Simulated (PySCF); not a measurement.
## C₆ coefficients of unlike pairs at PBE0

Calculated with PySCF 2.14 from the dipole response of each species, C₆(A,B) = (3/π) ∫ α_A(iu) α_B(iu) du, in atomic units, from isotropic polarisabilities. For ions this is the dispersion term alone; charge-induced terms of lower order in 1/R come first.

| species | configuration | basis | relativity | α (bohr³) | C₆ (like pair) |
| --- | --- | --- | --- | --- | --- |
| Ni²⁺ | [Ar] 3d8 (3F) | aug-cc-pVDZ (7s6p4d2f) | none | 3.013 | 8.294 |
| Fe⁺ | [Ar] 3d6 4s1 (6D) | def2-TZVPPD (6s6p4d2f1g) | none | 27.46 | 129.3 |
| Cr³⁺ | [Ar] 3d3 (4F) | dyall-av2z (16s12p7d2f) | none | 2.005 | 4.962 |
| N | [He] 2s2 2p3 (4S) | def2-TZVPPD (6s3p3d1f) | none | 7.477 | 24.91 |

Task: Estimate C₆ for N with Cr³⁺.

Result: The integral gives 9.957. The combination rule 2 C_A C_B / (C_A α_B/α_A + C_B α_A/α_B) gives 9.814 and the geometric mean 11.12.

No spin-orbit coupling is included.

The other pairs:

| pair | C₆ |
| --- | --- |
| Cr³⁺, Ni²⁺ | 6.386 |
| N, Ni²⁺ | 13.41 |
| N, Fe⁺ | 52.42 |
| Fe⁺, Ni²⁺ | 25.95 |
| Cr³⁺, Fe⁺ | 18.72 |
